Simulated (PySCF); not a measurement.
# Excitation energy of Sb²⁺ by level of theory

Sb²⁺ [Kr] 4d10 5s2 5p1 (2P) → Sb²⁺ [Kr] 4d10 5s1 5p2 (4P), as a difference of total energies. All numbers are calculated (PySCF 2.14, scalar relativity by spin-free X2C-1e, in x2c-QZVPPall). Correlated levels: valence: [Kr] 4d10 frozen; valence and next inner shell: [Ar] 3d10 frozen. The calculations carry no spin-orbit coupling.

| method | excitation energy (eV) |
| --- | --- |
| UHF | 5.573 |
| LDA | 7.938 |
| PBE | 7.672 |
| PBE0 | 7.258 |
| r2SCAN | 6.980 |
| PW91 | 7.675 |
| M06-2X | 7.185 |
| TPSSh | 7.288 |
| ROHF | 5.550 |
| MP2 (valence) | 6.346 |
| SCS-MP2 (valence) | 6.630 |
| MP2 (valence and next inner shell) | 7.309 |
| SCS-MP2 (valence and next inner shell) | 7.425 |

Task: How much does correlation contribute at MP2 (valence and next inner shell)?

Result: 7.309 − (5.573) = 1.736 eV, measured against UHF.

A first-order spin-orbit estimate (lowest level to lowest level, LS coupling) adds 0.053 eV.
